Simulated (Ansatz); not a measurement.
`[CH3][Y]([OH])[F]` + H₂O → `[OH][Y]([OH])[F]` + CH₄ at 600 K and 1 bar (formal hydrolysis of a Y–C bond).

Calculated with Ansatz (gas phase, PBE0-D4/def2-TZVP geometries, no zero-point term in ΔE). CCSD(T)/CBS is the MP2 limit (def2-TZVPP, def2-QZVPP) plus CCSD(T) − MP2 in def2-TZVPP, frozen cores. This one scheme is used for every species. def2 core potentials past Kr. For Y outer-core shells are correlated without core-valence functions, which leaves a few kJ/mol of doubt a bond. Each species was taken in one conformer, which may not be the lowest.

| species | CCSD(T)/CBS energy (Eh) | H − E (kJ/mol) | S (J/(mol·K)) |
| --- | --- | --- | --- |
| `[CH3][Y]([OH])[F]` | -253.82257 | 183.2 | 459.6 |
| H₂O | -76.37941 | 76.8 | 212.8 |
| `[OH][Y]([OH])[F]` | -289.81664 | 121.6 | 417.9 |
| CH₄ | -40.46206 | 140.4 | 215.7 |

H − E and S are ideal-gas, rigid-rotor, harmonic terms from PBE0-D4/def2-TZVP, for one conformer and one mirror image of each species. 1 Eh = 2625.50 kJ/mol, R = 8.31446 J/(mol·K).

Problem. By hand: ΔE, ΔH, ΔS and ΔG.

Solution. ΔE = (-289.81664) + (-40.46206) − (-253.82257) − (-76.37941) = -0.07672 Eh = -201.4 kJ/mol. Δ(H − E) = 121.6 + 140.4 − 183.2 − 76.8 = 2.0, so ΔH = -199.4 kJ/mol. ΔS = 417.9 + 215.7 − 459.6 − 212.8 = -38.8 J/(mol·K). ΔG = -199.4 − 600 × (-38.8)/1000 = -176.1 kJ/mol.

Problem. By hand: the equilibrium constant, and the temperature at which ΔG would vanish if ΔH and ΔS stayed fixed.

Solution. log₁₀ K = −ΔG/(RT ln 10) = 15.3. ΔG = 0 at ΔH/ΔS = 5139 K, far beyond where these terms or the molecules hold.

ΔH outweighs TΔS. A doubt of 5 kJ/mol in ΔE shifts log₁₀ K by 0.4 here. Other conformers and mirror images would add mixing entropy, several J/(mol·K) or more a flexible species. Modes under 60 cm⁻¹, often nearly free rotors, make the harmonic entropy too high. These are equilibria of isolated gas molecules and say nothing of rates. Largest T1 diagnostic: 0.014 (customary marks: 0.02 for closed shells, 0.045 for open ones).
